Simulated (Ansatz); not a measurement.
Isolated molecules relaxed with PBE0-D4/def2-TZVP in Ansatz; ΔE leaves out vibrations. CCSD(T)/CBS adds triple-zeta CCSD(T) − MP2 to the extrapolated MP2 energy (def2 sets, frozen cores). Functionals use def2-TZVPP. def2 core potentials past Kr. For Br, Sn outer-core shells are correlated without core-valence functions, which leaves a few kJ/mol of doubt a bond. Scalar relativity is left out up to krypton. Each species was taken in one conformer, which may not be the lowest.

Consider the redistribution: `OB(F)[SiH3]` + `C[CH2][Sn][Br]` → `FB([SiH3])Br` + `C[CH2][Sn][OH]`.

`OB(F)[SiH3]`:

Z-matrix (Å, degrees):
```
Si
B 1 2.039
H 1 1.487 2 110.6
H 1 1.487 2 110.6 3 -120.2
H 1 1.491 2 110.3 3 119.9
F 2 1.329 1 119.2 3 60.1
O 2 1.349 1 125.2 3 -120.0
H 7 0.959 2 113.8 1 0.0
```

`C[CH2][Sn][Br]`:

```xyz
9

C     0.030   -0.998    0.042
C     0.449    0.331   -0.575
Sn    0.517    2.000    0.847
Br   -1.936    1.831    1.476
H    -0.963   -0.930    0.493
H    -0.001   -1.797   -0.706
H     0.723   -1.324    0.824
H     1.437    0.258   -1.042
H    -0.256    0.629   -1.359
```

`FB([SiH3])Br`:

Z-matrix (Å, degrees):
```
Si
B 1 2.027
H 1 1.487 2 108.5
H 1 1.487 2 108.5 3 118.0
H 1 1.486 2 111.9 3 -121.0
Br 2 1.923 1 119.6 3 -58.9
F 2 1.313 1 123.6 3 121.1
```

`C[CH2][Sn][OH]`:

```xyz
10

C    -0.573    0.368   -0.730
C     0.503    0.838    0.234
Sn    1.324   -0.669    1.628
O     0.221   -2.193    1.000
H    -1.452   -0.015   -0.201
H    -0.928    1.171   -1.383
H    -0.212   -0.431   -1.384
H     0.138    1.663    0.859
H     1.364    1.250   -0.308
H    -0.386   -1.980    0.285
```

| level | ΔE (eV) |
| --- | --- |
| revPBE-D4 | 1.42 |
| B97M-V | 1.51 |
| ωB97M-V | 1.55 |
| r2SCAN0 | 1.62 |
| BHLYP | 1.69 |
| CCSD(T)/def2-SVP | 1.68 |
| HF/def2-TZVPP | 1.82 |
| HF/CBS(def2) | 1.81 |

**Question.** What does CCSD(T)/CBS give? (An estimate is asked.)

**Answer.** Computed: +1.51 eV. The listed levels differ from it by -0.09, 0.00, 0.04, 0.11, 0.18, 0.17, 0.31, 0.30 eV.

Largest T1 diagnostic among the species: 0.016.

At CCSD(T), def2-SVP lies +0.17 eV from the extrapolated value and def2-TZVPP −0.02 eV. Leaving LDA and LC-ωPBE aside and taking each functional with its dispersion term where it has one, the values, not all of them listed here, spread over 0.28 eV, from revPBE-D4 to BHLYP-D4. LDA lies +0.04 eV from PBE without D4. From BLYP to BHLYP (50 % exact exchange), in def2-TZVPP and without D4, ΔE moves by +0.21 eV.
